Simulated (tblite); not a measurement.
Input of a run (GFN2-xTB geometry optimisation, gas phase (tblite 0.8.0)), started from a force field or distance geometry:
```
{"job": {"kind": "relax", "xc": "GFN2-xTB", "basis": "xTB"}, "charge": 0, "multiplicity": 1}
C      1.388500     1.058100     0.849300
C      0.900800     0.036900     0.154500
C      1.848600    -0.771400    -0.642500
O      1.455400    -1.753700    -1.332700
Cl     3.550200    -0.379600    -0.703400
C     -0.529900    -0.365100     0.161700
C     -1.089100    -0.463800    -1.246800
C     -1.399200     0.513100     1.022900
H      2.463700     1.269000     0.783900
H      0.761700     1.700500     1.474800
H     -0.647000    -1.403000     0.588600
H     -0.390800    -0.029600    -1.977600
H     -1.164600    -1.544200    -1.500400
H     -2.059900     0.041300    -1.364500
H     -0.963100     0.765500     2.011400
H     -1.781600     1.418500     0.509300
H     -2.350600    -0.080500     1.201900
```

Output (eV, eV/Å):
```
step      E/eV     max force
  0    -707.63710    4.812
  1    -707.83641    5.540
  2    -707.99406    1.192
  3    -708.02114    0.563
  4    -708.06642    0.726
  5    -708.08042    0.519
  6    -708.09277    0.245
  7    -708.09842    0.241
  8    -708.10314    0.275
  9    -708.10644    0.167
 10    -708.11040    0.189
 11    -708.11440    0.231
 12    -708.11847    0.203
 13    -708.12227    0.215
 14    -708.12696    0.247
 15    -708.13338    0.379
 16    -708.14032    0.386
 17    -708.14581    0.227
 18    -708.14961    0.149
 19    -708.15344    0.235
 20    -708.15942    0.318
 21    -708.16676    0.272
 22    -708.17359    0.175
 23    -708.17831    0.158
 24    -708.18192    0.190
 25    -708.18521    0.161
 26    -708.18813    0.163
 27    -708.19072    0.178
 28    -708.19286    0.202
 29    -708.19603    0.170
 30    -708.19936    0.105
 31    -708.20173    0.093
 32    -708.20328    0.132
 33    -708.20580    0.145
 34    -708.20869    0.137
 35    -708.21237    0.172
 36    -708.21648    0.241
 37    -708.22206    0.266
 38    -708.22939    0.343
 39    -708.19921    0.921
 40    -708.24030    0.180
 41    -708.24488    0.159
 42    -708.25300    0.231
 43    -708.25687    0.142
 44    -708.26026    0.124
 45    -708.26767    0.149
 46    -708.27039    0.171
 47    -708.27544    0.171
 48    -708.28039    0.149
 49    -708.28434    0.127
 50    -708.28664    0.138
 51    -708.28853    0.107
 52    -708.29007    0.094
 53    -708.29128    0.079
 54    -708.29222    0.085
 55    -708.29298    0.090
 56    -708.29364    0.069
 57    -708.29421    0.077
 58    -708.29476    0.095
 59    -708.29529    0.098
 60    -708.29601    0.065
 61    -708.29663    0.054
 62    -708.29720    0.073
 63    -708.29771    0.070
 64    -708.29820    0.047
 65    -708.29856    0.041
 66    -708.29874    0.031
 67    -708.29881    0.022
 68    -708.29886    0.018
 69    -708.29891    0.017
 70    -708.29897    0.018
 71    -708.29901    0.020
 72    -708.29903    0.012
 73    -708.29906    0.012
 74    -708.29909    0.013
 75    -708.29913    0.015
 76    -708.29917    0.015
 77    -708.29920    0.010
 78    -708.29923    0.010
 79    -708.29925    0.010
 80    -708.29926    0.010
```

Summarise the run.

The energy falls by 63.9 kJ/mol over 80 L-BFGS steps, the largest force on an atom goes from 4.81 to 0.010 eV/Å, and the atoms move by 0.488 Å rms after alignment. The bond that changes most is C3=O4 (acyl halide carbon to carbonyl oxygen), which shortens by 0.074 Å. Bonds longer at the end by more than 0.005 Å: 4 of 16; shorter: 11. Among the angles that change most is C2–C3–Cl5, from 121.4° to 114.4°. Among the dihedrals that turn most is C8–C6–C7–H12, from 116° to 63°. The energy rose by more than 1e-5 eV at step 39. The first step brought 30 % of the lowering.

What are the final bond lengths?

C1=C2 1.330 Å, C2–C3 1.471 Å, C3=O4 1.189 Å, C3–Cl5 1.777 Å, C2–C6 1.513 Å, C6–C7 1.533 Å, C6–C8 1.525 Å, C1–H9 1.076 Å, C1–H10 1.075 Å, C6–H11 1.096 Å, C7–H12 1.088 Å, C7–H13 1.087 Å, C7–H14 1.087 Å, C8–H15 1.087 Å, C8–H16 1.087 Å, C8–H17 1.087 Å. Numbering counts from 1 in the input's order; the species is `ClC(C(=C)C(C)C)=O`.

Time: 0.48 s of wall time. Hardware: one thread of an Arm Neoverse V2 (shared host).

Its GFN2-xTB frequencies are all real (lowest 28 cm⁻¹). One conformer, not necessarily the lowest. 3 starts were optimised and ended at 0.00, 0.01 and 0.53 kcal/mol (GFN2-xTB); the lowest of these is shown.

The numbers are calculated, not measured.
